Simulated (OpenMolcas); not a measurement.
Ag3+: moving the ligands

Ag3+ with 6 ligands (oxide) in octahedral coordination (Oh) at 2.13 Å. A charge of +1.5 e stands 3.2 Å behind each ligand. Ligand basis ANO-RCC-VDZP.

```json
{"Program": "OpenMolcas 26.06", "Method": "CASSCF", "Basis": "ANO-RCC-VTZP [7s6p4d2f1g]", "Scalar Hamiltonian": "DKH2, point nucleus", "Active space": "8 electrons in 5 orbitals (4d)", "State averaging": "2S+1 = 3 even, 10 roots; 2S+1 = 1 even, 15 roots", "Spin-orbit coupling": "state interaction with AMFI integrals over the reference wave functions"}
```

Runs around this geometry, states (labels of O, the rotations of Oh). Energies in cm-1 above the lowest state or level, χT in cm3 K/mol; 10Dq and B are least-squares fits to the states below 45000 cm-1, weighted by degeneracy, with a free offset, and given where the rms deviation is under 5 % of |10Dq| (or 100 cm-1) and under 700 cm-1.

| R (Å) | Ground state | First state of that spin | 10Dq | B (rms of fit) | First gap with spin-orbit (degeneracies) | χT at 300 K | First state of another spin |
| --- | --- | --- | --- | --- | --- | --- | --- |
| 2.07 | 3A2 | 3T2 16359 | 17107 | 809 (293) | 9926 (3, 2) | 1.267 | 1E 10296 |
| 2.13 | 3A2 | 3T2 14495 |  |  | 9756 (3, 2) | 1.301 | 1E 10277 |
| 2.23 | 3A2 | 3T2 11863 |  |  | 9033 (3, 2) | 1.355 | 1E 9934 |

Taking the first state of the same spin as R^-n, n = -ln(11863 / 16359) / ln(2.23 / 2.07) = 4.3 between the shortest and longest distance.

Without dynamic correlation the repulsion within the d shell is too large (B by tens of per cent), so at a given field states of lower spin stand too high. Real 4d8 and 5d8 ions are as a rule square planar and diamagnetic. The oxide ions are held by bare point charges, a crude embedding. With metal d orbitals alone the field can be off either way by tens of per cent. Ligand-to-metal charge-transfer states are missing. With no ligand orbital active B as a rule stays too high, so bands that hang on it stand too high and its fall with covalency is understated. The least metal-like active orbital is 71 % on the metal (Löwdin) and no ligand orbital is active, so the numbers are rough (holds for R = 2.07; R = 2.13). The least metal-like active orbital is 70 % on the metal (Löwdin) and no ligand orbital is active, so the numbers are rough (holds for R = 2.23). No measured value stands beside these numbers; the geometry is a model, was not optimised and need not be the one that this ion takes.
